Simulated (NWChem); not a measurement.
System: GeH$_{2}$Cl$_{2}$; SMILES [Cl][GeH2][Cl]

```xyz
5

Ge     0.0000     0.0000    -0.6179
Cl    -1.7616     0.0000     0.6467
Cl     1.7616     0.0000     0.6467
H      0.0000     1.3069    -1.4406
H      0.0000    -1.3069    -1.4406
```
Atoms are numbered in this order, from 1.

Level: PBE-D3(BJ)/def2-SVP (NWChem), optimised geometry, unscaled harmonic frequencies. 

Task: List the harmonic frequencies with IR intensities, and the thermochemistry.

Result: 
```csv
frequency (cm⁻¹),IR intensity (km/mol)
143,3.0
410,25.3
428,75.2
499,20.2
625,0.0
763,117.3
822,77.8
2103,49.2
2124,91.6
```

```
Quantity                                                                            Value
-----------------------------------------------------------------------  ----------------
zero-point energy                                                           11.3 kcal/mol
thermal correction to the enthalpy at 298.15 K (with zero-point energy)     14.8 kcal/mol
heat capacity Cv                                                         14.3 cal/(mol K)
entropy at 298.15 K and 1 atm (symmetry number 2)                        72.2 cal/(mol K)
dipole moment                                                                      1.85 D
```

Rigid rotor and harmonic oscillator.
